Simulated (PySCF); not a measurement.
# RuH: frontier orbitals

BLYP at R = 1.577 Å; PySCF, scalar-relativistic core potentials, basis sets H def2-TZVPP, Ru def2-TZVPP with ECP28. State: ⁴Σ⁻ (quartet), unpaired electrons σ ↑, δ ↑↑. Only the outer orbitals are listed, counted within each symmetry, core potentials removing the inner ones.

```json
{"spin": "α", "orbital": "3σ", "occ.": "1", "ε (eV)": "-7.57", "on H (%)": "45", "main shells (%)": "46 Ru d, 45 H s, 8 Ru s"}
{"spin": "α", "orbital": "1δ", "occ.": "1", "ε (eV)": "-6.06", "on H (%)": "0", "main shells (%)": "100 Ru d"}
{"spin": "α", "orbital": "1δ", "occ.": "1", "ε (eV)": "-6.05", "on H (%)": "0", "main shells (%)": "100 Ru d"}
{"spin": "α", "orbital": "4σ", "occ.": "1", "ε (eV)": "-5.02", "on H (%)": "4", "main shells (%)": "63 Ru s, 33 Ru d"}
{"spin": "α", "orbital": "2π", "occ.": "1", "ε (eV)": "-4.97", "on H (%)": "0", "main shells (%)": "100 Ru d"}
{"spin": "α", "orbital": "2π", "occ.": "1", "ε (eV)": "-4.97", "on H (%)": "0", "main shells (%)": "100 Ru d"}
{"spin": "α", "orbital": "5σ", "occ.": "0", "ε (eV)": "-2.06", "on H (%)": "18", "main shells (%)": "54 Ru p, 18 H s, 17 Ru s"}
{"spin": "α", "orbital": "3π", "occ.": "0", "ε (eV)": "-0.94", "on H (%)": "0", "main shells (%)": "100 Ru p"}
{"spin": "α", "orbital": "3π", "occ.": "0", "ε (eV)": "-0.94", "on H (%)": "0", "main shells (%)": "100 Ru p"}
{"spin": "β", "orbital": "1π", "occ.": "1", "ε (eV)": "-46.22", "on H (%)": "0", "main shells (%)": "100 Ru p"}
{"spin": "β", "orbital": "1π", "occ.": "1", "ε (eV)": "-46.22", "on H (%)": "0", "main shells (%)": "100 Ru p"}
{"spin": "β", "orbital": "2σ", "occ.": "1", "ε (eV)": "-46.07", "on H (%)": "1", "main shells (%)": "99 Ru p"}
{"spin": "β", "orbital": "3σ", "occ.": "1", "ε (eV)": "-7.27", "on H (%)": "57", "main shells (%)": "57 H s, 28 Ru d, 13 Ru s"}
{"spin": "β", "orbital": "2π", "occ.": "1", "ε (eV)": "-4.10", "on H (%)": "1", "main shells (%)": "99 Ru d"}
{"spin": "β", "orbital": "2π", "occ.": "1", "ε (eV)": "-4.10", "on H (%)": "1", "main shells (%)": "99 Ru d"}
{"spin": "β", "orbital": "1δ", "occ.": "0", "ε (eV)": "-3.63", "on H (%)": "0", "main shells (%)": "100 Ru d"}
{"spin": "β", "orbital": "1δ", "occ.": "0", "ε (eV)": "-3.63", "on H (%)": "0", "main shells (%)": "100 Ru d"}
{"spin": "β", "orbital": "4σ", "occ.": "0", "ε (eV)": "-3.37", "on H (%)": "-2", "main shells (%)": "66 Ru s, 36 Ru d"}
```

Q: Which are the highest filled and the lowest empty level, where do they sit, and how wide is the gap?

A: Highest filled β 2π at -4.10 eV (in %: 99 Ru d); lowest empty β 1δ at -3.63 eV (in %: 100 Ru d); the gap at BLYP is 0.47 eV.

The bond order (Mayer) is 1.04, the ⟨S²⟩ is 3.758 and the charge on H (Mulliken, basis-dependent) is -0.11. The charge on H (Löwdin, basis-dependent) is -0.18. The dipole moment (positive dipole means H(−)Ru(+)) is 1.84 D.

Shares are Mulliken populations and can fall outside 0 to 100 %.

Spin–orbit coupling is left out. With d or f electrons several states lie close, and the lowest PBE0 determinant need not be the measured ground state.
